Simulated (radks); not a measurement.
Problem. These are the eigenvalues of the occupied orbitals of an atom or ion with whole-number occupations (hartree). All-electron calculation, non-relativistic Kohn-Sham, LDA (Slater exchange, Perdew-Wang correlation), spin-polarised, spherical densities, point nucleus. Program: a radial shooting solver on a logarithmic mesh with Libxc functionals.

| orbital | eigenvalue |
|---|---|
| 1s | -16.43822 |
| 2s | -2.48980 |

Which element is it, and in what charge state? The configuration may be excited. Open shells, if any, are filled with parallel spins first.

Solution. Z = 7, nitrogen, charge +3: N3+ in [He] 2s2. The 1s level, -16.438 hartree, gives Z - s = 5.7 by -(Z - s)^2/2, which with screening narrows Z to a few neighbours, and with so few levels the electron count can be read from the list.
